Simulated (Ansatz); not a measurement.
A geometry relaxed with PBE-D3(BJ)/def2-TZVP run with Ansatz (a program for electronic structure), charge 0, multiplicity 1:

```xyz
4

Cl     2.1280    -0.0655     0.0371
Ga     0.0000     0.0000     0.0000
Cl    -1.1201    -1.8102    -0.0438
Cl    -1.0078     1.8757     0.0068
```

Problem. Write the SMILES of this molecule.

Solution. `[Cl][Ga]([Cl])[Cl]`
